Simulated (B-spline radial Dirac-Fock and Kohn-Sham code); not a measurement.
Er⁺ 3d5/2: cross section and angular parameters

System: the Er⁺ ion, configuration [Xe] 4f12 6s1; threshold 1418.4 eV (orbital energy of the model). Level of theory: Dirac-Hartree-Slater photoionisation with a Latter tail; cross sections with all multipoles, angular parameters from the dipole term and its interference with E2; a radial B-spline solver.

For linearly polarised light dσ/dΩ = σ/(4π) [1 + β P₂(cos θ) + (δ + γ cos²θ) sin θ cos φ], with θ from the polarisation vector and φ the angle between the beam and the projection of the electron momentum on the plane normal to the polarisation.

```tsv
hν (eV)	σ (kb)	β	γ	δ
2570	194	1.144	-0.007	0.041
3340	90.7	1.219	0.257	0.067
8047.8	5.33	1.063	1.289	0.184
9090	3.49	1.019	1.425	0.209
12000	1.30	0.910	1.716	0.278
12900	?	?	?	?
13900	0.760	0.851	1.862	0.322
```

Q: Give the values at 12900 eV.

A: σ = 0.999 kb, β = 0.881, γ = 1.788, δ = 0.299.

Values without a named source are computed, but for edge energies of neutral atoms, which are taken from tables.
